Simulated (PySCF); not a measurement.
## Electric field gradients and quadrupole coupling constants

Species: C5H7F3S.
Numbering: `[CH3:1][S:2]/[CH:3]=[C:4](/[CH2:5][F:6])[CH:7]([F:8])[F:9]` (hydrogens: H10, H11, H12 on C1; H13 on C3; H14, H15 on C5; H16 on C7)

Structure used (GFN2-xTB), in Å, numbered top down from 1:
```xyz
16
C5H7F3S angstrom
C      3.0604    0.1094   -0.5662
S      1.5989   -0.9715   -0.5024
C      0.4019    0.2093   -0.0489
C     -0.8948   -0.0277    0.1489
C     -1.8709    1.0474    0.5407
F     -1.2593    2.2655    0.6613
C     -1.5070   -1.3872   -0.0003
F     -2.4966   -1.3794   -0.9337
F     -2.1063   -1.7837    1.1547
H      3.2318    0.5444    0.4139
H      2.9083    0.8806   -1.3153
H      3.9003   -0.5183   -0.8454
H      0.7869    1.2098    0.0719
H     -2.6553    1.1513   -0.2195
H     -2.3300    0.8160    1.5100
H     -0.7758   -2.1569   -0.2858
```

Field gradients from the PBE0/pcSseg-1 density (PySCF, non-relativistic), principal values in atomic units, ordered |Vxx| ≤ |Vyy| ≤ |Vzz|:

```json
{"atom": "S2", "Vxx": "0.3415", "Vyy": "2.3569", "Vzz": "-2.6984"}
```

**Question.** Find the asymmetry η = (Vxx − Vyy)/Vzz and the couplings χ = eQV/h (234.96 MHz × Q in barn × V in au), with Q(33S) = −0.0678 b.

**Answer.** 
```
atom     environment  nucleus     η  χzz (MHz)  χxx (MHz)  χyy (MHz)
  S2  sulfide sulfur      33S  0.75      42.99      -5.44     -37.55
```

The tensor is traceless: Vxx + Vyy + Vzz = 0.

**Question.** What is Vzz at S2 in SI units (1 au = 9.71736 × 10²¹ V/m²)?

**Answer.** -2.6984 au = -26.221 × 10²¹ V/m².

**Question.** What couplings would deuterons (Q(2H) = 0.00286 b) have in place of the hydrogens, at this geometry?

**Answer.** 
```csv
atom,bonded to,bond length (Å),Vzz (au),η,χzz (kHz)
H10,C1,1.086,0.3125,0.03,210
H11,C1,1.086,0.3124,0.03,210
H12,C1,1.085,0.3155,0.05,212
H13,C3,1.079,0.3232,0.07,217
H14,C5,1.097,0.2812,0.08,189
H15,C5,1.097,0.2811,0.08,189
H16,C7,1.099,0.2665,0.01,179
```

One conformer (not necessarily the lowest) at the GFN2-xTB geometry, without solvent, vibrations or thermal averaging. GFN2-xTB bond lengths can be off by several hundredths of an ångström, more for odd bonds, and the gradients follow them. These gradients aren't converged with respect to the basis.
